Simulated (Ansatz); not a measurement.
A structure relaxed at PBE-D4/def2-SVP in Ansatz, charge 0, singlet:

```xyz
5

V     0.046    0.892    0.438
V    -0.066   -0.794   -0.597
S     1.736    0.495   -0.997
S     0.236   -1.028    1.656
S    -1.951    0.435   -0.499
```

Give its formula and point group.

V₂S₃ (the lowest singlet isomer of a short search). Point group C2v (tolerance 0.1 Å).

Summarise the bond lengths by kind (pairs closer than 1.2 times the sum of covalent radii, bridged metal pairs left out).

6 × S–V 2.25 to 2.29 Å.

The restricted singlet is unstable towards broken spin symmetry at other levels; at PBE-D4/def2-SVP this wasn't settled. An occupied level of the charge 0 singlet lies above an empty one (by up to 0.03 eV), so this SCF solution is probably not the lowest. The relaxation made no stability test and no search for a lower SCF solution. No other spin state of charge 0 was run. The structure comes from a short search, and lower isomers may exist.
